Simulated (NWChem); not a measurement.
Species: CH6OSi; SMILES O([SiH3])C

```xyz
9

Si     0.0268     1.0485     0.0003
O     -0.5786    -0.5004    -0.0001
C      0.2144    -1.6533     0.0005
H     -1.1458     1.9628     0.0002
H      0.8711     1.2950     1.2129
H      0.8717     1.2956    -1.2117
H      0.8634    -1.7131     0.8944
H     -0.4435    -2.5358     0.0021
H      0.8617    -1.7151    -0.8946
```
Atoms are numbered in this order, from 1.

Geometry: optimised at PBE0/def2-SVP.

 Unshifted, non-relativistic core excitations; the lowest 4 roots alone, so stronger bands may lie above.

Task: List the first C K-edge excitations from PBE0/def2-TZVP, restricted-window TDA (NWChem).

Result: 
```csv
state,energy (eV),dipole oscillator strength,leading excitation (squared amplitude)
S1,278.3,0.0104,1s of atom 3 or its equivalents → LUMO (0.94)
S2,279.5,0.0001,1s of atom 3 or its equivalents → LUMO+1 (0.91)
S3,280.0,0.0036,1s of atom 3 or its equivalents → LUMO+2 (0.74)
S4,280.2,0.0126,1s of atom 3 or its equivalents → LUMO+3 (0.74)
```
